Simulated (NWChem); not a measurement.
A series in which one site is exchanged, each optimised at PBE0/def2-SVP with NWChem, gas phase unless a solvent is named. All stand in one matching conformer (torsions within 35°), which need not be the lowest. Some are not confirmed as minima by frequencies. def2 effective core potentials on Te; no spin-orbit coupling.

A: O([TeH])[SiH3] (SiH₄TeO; site = Te)
B: [O]([SiH3])[BeH] (BeSiH4O; site = Be)
C: [MgH][O][SiH3] (MgSiH4O; site = Mg)
D: [SiH3][O][ZnH] (ZnSiH₄O; site = Zn)

Values for A:

```
Item                                                 Value
---------------------------------------------------  -----
dipole (D), PBE0/def2-SVP                             1.57
static polarisability, PBE0/def2-SVPD (bohr³)         72.5
lowest singlet excitation, PBE0/def2-SVPD, TDA (eV)   2.83
```

Question: How do these values change for the other members?

Answer: 
```tsv
change from A	B	C	D
dipole (D), PBE0/def2-SVP	-0.98	-0.23	+0.29
static polarisability, PBE0/def2-SVPD (bohr³)	-25.2	-15.0	-17.1
lowest singlet excitation, PBE0/def2-SVPD, TDA (eV)	+4.59	+3.02	+3.38
```
